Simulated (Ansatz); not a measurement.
System: SnH2, net charge 0, triplet state. This is an excited triplet: at this geometry the singlet lies 0.70 eV lower at CCSD(T)/CBS(def2-TZVPPD,def2-QZVPPD). 
Coordinates optimised at B3LYP-D3(BJ)/def2-TZVP (Ansatz, a quantum-chemistry and plane-wave program):
```
Sn
H 1 1.7275
H 1 1.7275 2 119.03
```
Charge 0, spin multiplicity 3.

Basis-set convergence of Hartree-Fock and CCSD correlation energies (hartree) with Ansatz. Correlated levels leave the core frozen unless marked. Open shells are spin-unrestricted. No spin-orbit coupling. Frozen are the shells of the preceding noble gas and the d and f shells that filled before the atom's block. In def2 rows, elements after Kr have scalar-relativistic effective core potentials.

```csv
basis,functions,E(HF),"E(corr, CCSD)"
def2-SVPD,48,-214.44684,-0.08711
def2-TZVPPD,90,-214.45459,-0.09951
def2-QZVPPD,154,-214.45597,-0.10369
```

Extrapolating the two largest sets (X = 3 and 4) as X^-3: E(corr) = (64·(-0.10369) - 27·(-0.09951))/37 = -0.1067 Eh, an estimate of the basis-set limit. The largest set recovers 97.1 % of it, the smallest 81.6 %.
